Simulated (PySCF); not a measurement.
CH₈OW, SMILES C[O][WH5], multiplicity 1.

Coordinates come from a B3LYP-D3(BJ)/def2-SVP optimisation. The multiplicity is an assumed one; no other spin state was optimised. The structure was generated by enumeration; whether it is a known compound was not checked. The def2 effective core potentials stand for the cores of W; spin–orbit coupling is left out.

These are PBE/def2-TZVPD (PySCF) values and carry that method's errors.

Symmetry labels are those of the subgroup Cs that the program uses (full group Cs).

Q: List the valence orbital energies around the gap with their symmetry. (Estimate from the structure and the level; the computed values follow.)

A: 
```csv
orbital,symmetry,energy (eV)
HOMO−7,A",-11.64
HOMO−6,A',-9.97
HOMO−5,A",-8.62
HOMO−4,A',-8.32
HOMO−3,A',-7.75
HOMO−2,A",-7.63
HOMO−1,A",-6.86
HOMO,A',-6.61
LUMO,A',-3.13
LUMO+1,A',-2.47
LUMO+2,A",-2.09
LUMO+3,A',-0.32
```
